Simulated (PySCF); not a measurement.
GeH3O3, SMILES [OH][Ge]([OH])[OH], multiplicity 2.

Geometry: B3LYP-D3(BJ)/def2-SVP. The isomer is the one that the SMILES or the coordinates give; other isomers of the formula were not compared. The values are those of a single conformer.

Computed with PBE0/def2-TZVP run with PySCF.

Gas-phase values at a fixed geometry.

| Item | Value |
|---|---|
| total energy | -2304.12628 hartree |
| point group | C3 |
| α spin, highest occupied and lowest empty level | -6.60 and 0.75 eV |
| β spin, highest occupied and lowest empty level | -9.08 and -3.21 eV |
| dipole moment | 1.84 D |
| quadrupole, principal values (traceless, Buckingham form, about the centre of nuclear charge) | -4.51, 2.26, 2.26 D·Å |
| mean static polarisability | 41.6 bohr³ (6.16 Å³) |
| polarisability, principal values | 33.7, 45.5, 45.5 bohr³ |
| ⟨S²⟩ | 0.754 (pure state 0.75) |
